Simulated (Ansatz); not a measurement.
Clusters of 5 atoms, IV-VI: gap (eV) at several levels, gas phase, relaxed structures; Ansatz. Clusters are the lowest isomers that short searches found in that spin, judged at the geometry's level. Core potentials for Pb, Sn, Te in the def2 sets, no spin–orbit coupling. HOMO and LUMO are taken over both spins. Singlets are spin-restricted. The structures are stationary points that may keep the symmetry of their start. Remarks come from the PBE and PBE0 runs and from stability tests at other levels; not every state was tested.

```
                 species    state            geometry  PBE-D4/def2-SVP  PBE-D4/def2-TZVP  r2SCAN-D4/def2-TZVP  PBE0-D4/def2-SVP                        remarks
                   Ge3O2  singlet   B3LYP-D4/def2-SVP             2.47              2.39                 2.65              3.94                              –
 PbO4 (with 3 O–O bonds)  singlet     PBE-D4/def2-SVP             2.12              2.18                 2.56              4.19                              –
                   Sn3S2  singlet  r2SCAN-D4/def2-SVP             2.02              1.98                 2.16              3.27  restricted SCF unstable in HF
Pb2O3 (with an O–O bond)  singlet     PBE-D4/def2-SVP             2.69              2.72                 3.13              4.79                              –
                   Si2O3  singlet     PBE-D4/def2-SVP             1.04              1.22                 1.47              2.91                              –
                    GeO4  singlet  r2SCAN-D4/def2-SVP             2.87              2.96                 3.50              5.67                              –
                  Sn3Se2  singlet    PBE0-D4/def2-SVP             2.02              1.99                 2.17              3.27  restricted SCF unstable in HF
                 Te2Pb3⁺  doublet    PBE0-D4/def2-SVP             0.44              0.46                 0.86              1.74                              –
                  Pb3Se2  singlet  r2SCAN-D4/def2-SVP             1.79              1.75                 1.92              2.97  restricted SCF unstable in HF
                   Pb3O2  singlet     PBE-D4/def2-SVP             1.55              1.50                 1.68              2.77                              –
```

(1) Estimate the column for PBE0-D4/def2-TZVP.

(1) Ge3O2 3.89; PbO4 (with 3 O–O bonds) 4.23; Sn3S2 3.23; Pb2O3 (with an O–O bond) 4.77; Si2O3 3.15; GeO4 5.71; Sn3Se2 3.22; Te2Pb3⁺ 1.77; Pb3Se2 2.92; Pb3O2 2.71.
